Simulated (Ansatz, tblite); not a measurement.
Cost and result up the ladder for Ge3O2 (5 atoms). Total charge 0; singlet. Geometry: B3LYP-D4/def2-SVP.

```xyz
5

Ge    1.142    0.437   -0.995
Ge    0.458    0.335    1.445
Ge   -1.434   -0.651    0.074
O    -0.578    1.020   -0.356
O     0.412   -1.141   -0.168
```

Ansatz on 4 threads of Arm Neoverse V2 on a shared host; xTB runs through tblite on one thread. Times are rough, summed over both states, and most runs start from the orbitals of an earlier one. ωB97X-V/def2-TZVP serves as the yardstick here, not as an exact answer. Differences are given only for rows in sets of like size (and for xTB, whose basis is part of the method), since another set adds its own error. The other state is a quintet at its own geometry, which has other bonds, so the gap mixes isomer and spin.

The xTB rows come from tblite. LC-ωPBE has ω = 0.4 bohr⁻¹. Correlated methods freeze 29 core orbitals; core or outer-core shells of Ge are correlated, in sets that lack core-valence functions. The rows differ in basis, and correlated rows in double-zeta sets carry the largest basis error. The structure comes from a short search, and lower isomers may exist.

Run but left out: HF/STO-3G (singlet: restricted singlet, unstable in another Hartree–Fock run and untested here); HF/def2-TZVP (singlet: restricted singlet, unstable towards broken spin symmetry).

Correlated methods converge slowly with the basis, most of all in double-zeta sets (MP2 moves by 0.15 eV from def2-SVP to def2-TZVP here).

xTB has no spin-polarisation term.

| level | functions | wall time | quintet − singlet (eV) | difference from ωB97X-V/def2-TZVP (eV) | remarks |
| --- | --- | --- | --- | --- | --- |
| GFN1-xTB | 35 | 0.008 s | 3.55 | -0.17 | – |
| GFN2-xTB | 35 | 0.008 s | 5.29 | 1.56 | – |
| PBE-D4/def2-TZVP | 206 | 6.8 s | 3.38 | -0.35 | – |
| PBE0-D4/def2-TZVP | 206 | 15 s | 3.30 | -0.42 | – |
| r2SCAN-D4/def2-TZVP (with forces) | 206 | 18 s | 3.26 | -0.47 | – |
| LC-ωPBE/def2-TZVP | 206 | 18 s | 3.43 | -0.29 | – |
| MP2/def2-TZVP | 206 | 23 s | 3.85 | 0.12 | restricted SCF unstable (singlet) |
| ωB97X-V/def2-TZVP | 206 | 40 s | 3.73 | 0.00 | – |
| CCSD(T)/def2-SVP | 124 | 75 s | 3.48 | – | – |
